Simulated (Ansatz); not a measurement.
`C=C[CH2][GeH2][F]` → `C=CCF` + `[GeH2]` at 298.15 K and 1 bar (germylene formation by 1,1-elimination).

Gas-phase electronic energies from Ansatz, PBE0-D4/def2-TZVP geometries. CCSD(T)/CBS adds triple-zeta CCSD(T) − MP2 to the extrapolated MP2 energy (def2 sets, frozen cores). This one scheme is used for every species. For Ge outer-core shells are correlated without core-valence functions, which leaves a few kJ/mol of doubt a bond. Scalar relativity is left out up to krypton. One conformer a species, not always the lowest.

```
            species  CCSD(T)/CBS energy (Eh)  H − E (kJ/mol)  S (J/(mol·K))
`C=C[CH2][GeH2][F]`              -2294.28873           253.4          356.0
            `C=CCF`               -216.92453           206.2          283.4
           `[GeH2]`              -2077.24753            38.7          220.4
```

H − E and S are ideal-gas, rigid-rotor, harmonic terms from PBE0-D4/def2-TZVP, for one conformer and one mirror image of each species. 1 Eh = 2625.50 kJ/mol, R = 8.31446 J/(mol·K).

By hand: ΔE, ΔH, ΔS and ΔG.

ΔE = (-216.92453) + (-2077.24753) − (-2294.28873) = 0.11667 Eh = 306.3 kJ/mol. Δ(H − E) = 206.2 + 38.7 − 253.4 = -8.5, so ΔH = 297.8 kJ/mol. ΔS = 283.4 + 220.4 − 356.0 = 147.8 J/(mol·K). ΔG = 297.8 − 298.15 × (147.8)/1000 = 253.7 kJ/mol.

By hand: the equilibrium constant, and the temperature at which ΔG would vanish if ΔH and ΔS stayed fixed.

log₁₀ K = −ΔG/(RT ln 10) = -44.4. ΔG = 0 at ΔH/ΔS = 2015 K.

The number of gas molecules changes by +1, which sets the sign of ΔS. A doubt of 5 kJ/mol in ΔE shifts log₁₀ K by 0.9 here. Other conformers and mirror images would add mixing entropy, several J/(mol·K) or more a flexible species. Modes under 60 cm⁻¹, often nearly free rotors, make the harmonic entropy too high. These are equilibria of isolated gas molecules and say nothing of rates. Largest T1 diagnostic: 0.012 (customary marks: 0.02 for closed shells, 0.045 for open ones).
